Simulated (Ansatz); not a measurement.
The same molecule with X = B, Al, In. Ansatz, PBE0-D4/def2-TZVP geometries, multiplicity 1. Each molecule was computed in one conformer, which needn't be the lowest.

Elements past krypton have def2 core potentials.

| X | molecule | mean X–Cl bond length / Å | mean X–N bond length / Å | LUMO energy (PBE0/def2-TZVPP) / eV | LUMO energy (B3LYP/def2-TZVPP) / eV | LUMO energy (PBE/def2-TZVPP) / eV |
| --- | --- | --- | --- | --- | --- | --- |
| B | `[SiH3]N([SiH3])B(Cl)Cl` | 1.765 | 1.402 | -0.71 | -0.87 | -1.63 |
| In | `[SiH3][N]([SiH3])[In]([Cl])[Cl]` | 2.301 | 2.014 | -2.44 | -2.72 | -3.32 |

(1) Give the row for X = Al, `[SiH3][N]([SiH3])[Al]([Cl])[Cl]`. (Best estimate.)

Results:

(1) The calculation gave: 
| X | molecule | mean X–Cl bond length / Å | mean X–N bond length / Å | LUMO energy (PBE0/def2-TZVPP) / eV | LUMO energy (B3LYP/def2-TZVPP) / eV | LUMO energy (PBE/def2-TZVPP) / eV |
| --- | --- | --- | --- | --- | --- | --- |
| Al | `[SiH3][N]([SiH3])[Al]([Cl])[Cl]` | 2.078 | 1.769 | -1.08 | -1.30 | -1.92 |

From B to In the mean X–Cl bond length rises at each step, by 0.536 Å in all; the mean X–N bond length rises at each step, by 0.612 Å in all; the LUMO energy (PBE0/def2-TZVPP) falls at each step, by 1.73 eV in all; the LUMO energy (B3LYP/def2-TZVPP) falls at each step, by 1.85 eV in all; the LUMO energy (PBE/def2-TZVPP) falls at each step, by 1.69 eV in all. Bonds lengthen as the atom grows down the group.

Positive LUMOs are unbound, so they and the gaps depend on the basis.

B3LYP here is the variant with VWN-RPA as its local correlation; programs differ in this.
